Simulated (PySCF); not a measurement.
SiFClBr2, SMILES Cl[Si](F)(Br)Br. Atoms are numbered in the order given.

```xyz
5

F      1.9294     0.6770     0.0000
Si     0.3398     0.4199     0.0000
Cl    -0.5886     2.2402     0.0000
Br    -0.1731    -0.7151    -1.8158
Br    -0.1731    -0.7151     1.8158
```
Charge 0, spin multiplicity 1.

Geometry: B3LYP-D3(BJ)/def2-SVP.

The numbers are results of TDDFT-PBE/def2-SVPD in PySCF 2.14.0, not measurements.

Vertical excitations. Isolated molecule, no solvent. State labels are in the subgroup Cs.

Problem. List the lowest excited states. (The exact figures need the calculation; the answer reports its results.)

Solution. 
```json
[
 {"state": "S1", "symmetry": "A\"", "energy (eV)": "5.45", "λ (nm)": "227", "f": "0.007", "main pairs": "HOMO→LUMO 98 %"},
 {"state": "S2", "symmetry": "A\"", "energy (eV)": "5.63", "λ (nm)": "220", "f": "0.009", "main pairs": "HOMO−1→LUMO 98 %"},
 {"state": "S3", "symmetry": "A'", "energy (eV)": "5.86", "λ (nm)": "212", "f": "0.015", "main pairs": "HOMO−2→LUMO 98 %"},
 {"state": "S4", "symmetry": "A'", "energy (eV)": "6.21", "λ (nm)": "200", "f": "0.012", "main pairs": "HOMO−3→LUMO 98 %"},
 {"state": "S5", "symmetry": "A\"", "energy (eV)": "6.63", "λ (nm)": "187", "f": "0.033", "main pairs": "HOMO−4→LUMO 92 %"},
 {"state": "S6", "symmetry": "A'", "energy (eV)": "6.73", "λ (nm)": "184", "f": "0.006", "main pairs": "HOMO−5→LUMO 98 %"},
 {"state": "S7", "symmetry": "A\"", "energy (eV)": "6.89", "λ (nm)": "180", "f": "0.000", "main pairs": "HOMO→LUMO+1 99 %"},
 {"state": "S8", "symmetry": "A\"", "energy (eV)": "7.15", "λ (nm)": "173", "f": "0.000", "main pairs": "HOMO−1→LUMO+1 68 %, HOMO→LUMO+3 30 %"},
 {"state": "S9", "symmetry": "A'", "energy (eV)": "7.22", "λ (nm)": "172", "f": "0.017", "main pairs": "HOMO→LUMO+2 86 %"},
 {"state": "S10", "symmetry": "A\"", "energy (eV)": "7.37", "λ (nm)": "168", "f": "0.010", "main pairs": "HOMO−1→LUMO+3 64 %, HOMO→LUMO+3 25 %"},
 {"state": "T1", "symmetry": "A\"", "energy (eV)": "5.11", "λ (nm)": "243", "f": "0", "main pairs": "HOMO→LUMO 99 %"},
 {"state": "T2", "symmetry": "A\"", "energy (eV)": "5.30", "λ (nm)": "234", "f": "0", "main pairs": "HOMO−1→LUMO 99 %"},
 {"state": "T3", "symmetry": "A'", "energy (eV)": "5.51", "λ (nm)": "225", "f": "0", "main pairs": "HOMO−2→LUMO 99 %"},
 {"state": "T4", "symmetry": "A'", "energy (eV)": "5.85", "λ (nm)": "212", "f": "0", "main pairs": "HOMO−3→LUMO 99 %"}
]
```
Triplets are in the Tamm–Dancoff approximation, which puts them higher than full response would, so one can lie above its singlet here.
